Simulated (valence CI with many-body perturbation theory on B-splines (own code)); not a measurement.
## E1 line list for Dy15+

Method: valence CI with perturbative core correlation (CI+MBPT): five valence electrons over a frozen Dirac-Fock core [Kr] 4d10, a basis of 7 s, 7 p, 7 d, 7 f, 4 g, 2 h functions for each j, with the one-electron correlation potential Σ1, the two-electron term Σ2, the three-electron term Σ3, Breit, model QED; selected CI, second order for the rest, scaled by the run's own slope (own B-spline code, finite nucleus).

No measured spectrum was set against this ion. As an estimate, terms of the open shell hold to a few per cent of their energy, and close levels can change places; configurations with another count of f electrons can be misplaced by thousands of cm⁻¹. Among the levels kept, up to 1300 cm⁻¹ of a level comes from second order outside the variational space, and about a tenth of that is noise between levels of different J, which matters for small intervals.

Lines 1 to 50 of 550 in falling wavelength, among levels below 10.895 eV, chosen from the strongest by gf and those to the six lowest levels. Wavelengths and rates use the calculated energies, so an error of 2000 cm⁻¹ moves a line at 24760 Å by 50 % and its rate by three times that or more. Electric multipoles are in the length gauge, E1 and E2 with the static RPA response of the core. Weak lines are less certain than strong ones. Lines between different terms over intervals too small for the method are left out, as are lines whose strength nearly cancels. Where a level lies close to another of its J and parity, the split of strength between their lines is uncertain. The highest levels of a list are the least certain.

Names give the largest LS component (configuration and term), which can be under half, so a name can repeat, a term be missing and a line seem to break the LS rules; names also repeat where a configuration has a term twice. Letters in brackets count levels of one name in rising energy.

```csv
λ vac (Å),Upper,Lower,A (s⁻¹),S (a.u.)
24760,4f⁵ ⁴K°_13/2 [b],4f⁴5s ²H_11/2,1.00e+00,1.05e-04
21510,4f⁴5s ⁴F_9/2 [c],4f⁵ ²I°_11/2 [a],1.20e+00,5.91e-05
20290,4f⁵ ²L°_15/2 [c],4f⁴5s ⁴I_13/2 [b],7.63e-01,5.04e-05
19410,4f⁴5s ⁶S_5/2,4f⁵ ⁴F°_5/2 [a],2.78e+00,6.01e-05
18800,4f⁵ ²L°_17/2,4f⁴5s ²K_15/2,8.70e-01,5.14e-05
18800,4f⁵ ⁴H°_13/2 [b],4f⁴5s ⁴I_11/2 [b],9.50e-01,4.36e-05
16690,4f⁵ ⁴K°_17/2 [b],4f⁴5s ⁴I_15/2 [b],3.10e+00,1.28e-04
16330,4f⁵ ⁴K°_15/2 [b],4f⁴5s ⁴I_13/2 [b],2.19e+00,7.51e-05
16000,4f⁴5s ⁴K_15/2,4f⁵ ⁴K°_15/2 [a],1.37e+00,4.44e-05
14860,4f⁴5s ⁴I_15/2 [a],4f⁵ ⁴L°_17/2,2.92e+00,7.57e-05
14820,4f⁴5s ²H_11/2,4f⁵ ²I°_13/2 [a],1.10e+01,2.11e-04
14770,4f⁵ ⁶P°_7/2,4f⁴5s ⁶S_5/2,4.61e+00,5.86e-05
14690,4f⁵ ²M°_17/2 [a],4f⁴5s ⁴I_15/2 [a],1.68e+00,4.73e-05
14170,4f⁵ ⁴K°_11/2 [b],4f⁴5s ⁴I_9/2 [b],6.56e+00,1.11e-04
13410,4f⁴5s ²G_9/2,4f⁵ ²H°_11/2 [b],3.15e+00,3.74e-05
13140,4f⁴5s ⁴I_11/2 [a],4f⁵ ⁴I°_13/2 [a],4.80e+00,6.44e-05
12550,4f⁵ ⁴H°_7/2 [b],4f⁴5s ⁴G_5/2 [c],6.57e+00,5.13e-05
12400,4f⁴5s ⁴I_11/2 [a],4f⁵ ⁴I°_11/2 [a],5.54e+00,6.26e-05
12170,4f⁴5s ⁴K_13/2,4f⁵ ⁴K°_13/2 [a],5.02e+00,6.26e-05
11320,4f⁴5s ²L_15/2 [b],4f⁵ ²L°_17/2,3.24e+00,3.71e-05
11130,4f⁴5s ⁴I_13/2 [a],4f⁵ ⁴I°_15/2 [a],6.59e+00,6.28e-05
10950,4f⁵ ⁴K°_13/2 [b],4f⁴5s ⁴I_11/2 [b],2.85e+00,2.58e-05
10810,4f⁴5s ⁴K_11/2,4f⁵ ⁴K°_11/2 [a],1.03e+01,7.70e-05
10500,4f⁴5s ⁴K_17/2,4f⁵ ⁴K°_17/2 [a],3.61e+00,3.71e-05
10320,4f⁵ ⁴G°_9/2 [c],4f⁴5s ⁴D_7/2,6.69e+00,3.63e-05
9619,4f⁴5s ²P_1/2,4f⁵ ²D°_3/2 [b],3.92e+01,3.44e-05
9175,4f⁴5s ⁴G_9/2 [b],4f⁵ ²I°_11/2 [a],8.06e+00,3.07e-05
9144,4f⁴5s ⁴F_9/2 [a],4f⁵ ⁴G°_11/2 [b],3.13e+01,1.18e-04
9062,4f⁴5s ²G_7/2 [b],4f⁵ ⁴G°_7/2 [c],8.32e+00,2.44e-05
8988,4f⁴5s ²H_11/2,4f⁵ ²K°_13/2 [b],4.87e+00,2.09e-05
8407,4f⁴5s ⁴D_7/2,4f⁵ ⁴F°_9/2 [b],1.15e+01,2.71e-05
8392,4f⁴5s ²H_11/2,4f⁵ ²H°_11/2 [a],5.99e+00,2.10e-05
8211,4f⁴5s ⁴F_9/2 [b],4f⁵ ⁴F°_9/2 [b],8.28e+00,2.26e-05
8003,4f⁴5s ⁴I_13/2 [a],4f⁵ ⁴I°_13/2 [a],1.55e+01,5.48e-05
7810,4f⁵ ²L°_15/2 [c],4f⁴5s ⁴H_13/2,5.60e+00,2.11e-05
7724,4f⁴5s ²H_11/2,4f⁵ ²I°_11/2 [a],1.62e+01,4.43e-05
7623,4f⁴5s ²I_11/2,4f⁵ ²I°_11/2 [b],1.58e+01,4.15e-05
7621,4f⁴5s ⁴K_15/2,4f⁵ ⁴L°_15/2,6.43e+00,2.25e-05
7580,4f⁴5s ²F_5/2,4f⁵ ⁴G°_7/2 [c],2.71e+01,3.49e-05
7523,4f⁴5s ⁴K_17/2,4f⁵ ⁴L°_17/2,1.28e+01,4.83e-05
7342,4f⁴5s ²L_17/2,4f⁵ ²M°_19/2,1.10e+01,3.87e-05
7334,4f⁴5s ⁴I_15/2 [a],4f⁵ ⁴I°_15/2 [a],1.88e+01,5.84e-05
7055,4f⁴5s ⁴M_15/2,4f⁵ ⁴K°_15/2 [a],6.43e+00,1.78e-05
6991,4f⁴5s ⁴F_7/2 [b],4f⁵ ⁴G°_9/2 [b],2.12e+01,2.86e-05
6948,4f⁴5s ⁴F_5/2 [a],4f⁵ ⁴G°_7/2 [b],3.14e+01,3.12e-05
6919,4f⁴5s ⁶I_9/2,4f⁵ ⁶H°_9/2,8.18e-01,1.34e-06
6911,4f⁵ ²L°_15/2 [c],4f⁴5s ⁴L_17/2,7.28e+00,1.90e-05
6905,4f⁴5s ⁶I_7/2,4f⁵ ⁶H°_7/2,5.37e-01,6.98e-07
6768,4f⁴5s ⁴F_9/2 [a],4f⁵ ⁴H°_11/2 [a],2.05e+01,3.14e-05
6745,4f⁴5s ⁴M_15/2,4f⁵ ⁴K°_17/2 [a],9.94e+00,2.41e-05
```
